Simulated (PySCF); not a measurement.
GaS⁺: frontier orbitals

PBE0 at R = 2.940 Å; Ga cc-pVDZ-PP with ECP10, S cc-pV(D+d)Z; scalar-relativistic core potentials (PySCF 2.14). State: ³Σ⁻ (triplet), unpaired electrons π ↑↑. Only the outer orbitals are listed, counted within each symmetry, core potentials removing the inner ones.

| spin | orbital | occ. | ε (eV) | on Ga (%) | main shells (%) |
| --- | --- | --- | --- | --- | --- |
| α | 7σ | 1 | -26.20 | 1 | 99 S s |
| α | 8σ | 1 | -16.54 | 82 | 81 Ga s, 17 S p |
| α | 4π | 1 | -15.13 | 1 | 99 S p |
| α | 4π | 1 | -15.13 | 1 | 99 S p |
| α | 9σ | 1 | -13.67 | 26 | 74 S p, 19 Ga s |
| α | 5π | 0 | -7.32 | 99 | 99 Ga p |
| α | 5π | 0 | -7.32 | 99 | 99 Ga p |
| α | 10σ | 0 | -6.44 | 93 | 93 Ga p |
| β | 7σ | 1 | -23.25 | 2 | 98 S s |
| β | 8σ | 1 | -16.41 | 88 | 87 Ga s, 11 S p |
| β | 9σ | 1 | -12.97 | 23 | 77 S p, 12 Ga s, 10 Ga p |
| β | 4π | 0 | -9.91 | 6 | 94 S p |
| β | 4π | 0 | -9.91 | 6 | 94 S p |
| β | 5π | 0 | -7.21 | 95 | 95 Ga p |

Task: Which are the highest filled and the lowest empty level, where do they sit, and how wide is the gap?

Result: Highest filled β 9σ at -12.97 eV (in %: 77 S p, 12 Ga s, 10 Ga p); lowest empty β 4π at -9.91 eV (in %: 94 S p); the gap at PBE0 is 3.06 eV.

| Quantity | Value |
| --- | --- |
| bond order (Mayer) | 0.39 |
| ⟨S²⟩ | 2.007 |
| charge on Ga (Mulliken, basis-dependent) | 0.78 |
| charge on Ga (Löwdin, basis-dependent) | 0.70 |
| dipole moment (positive dipole points towards S; it is taken about the centre of mass and depends on that origin) | -0.96 D |
| polarisability along the bond | 60.3 bohr³ |
| polarisability across the bond | 27.8 bohr³ |

Spin–orbit coupling is left out. The state was picked by a PBE0 search and need not be the measured ground state.
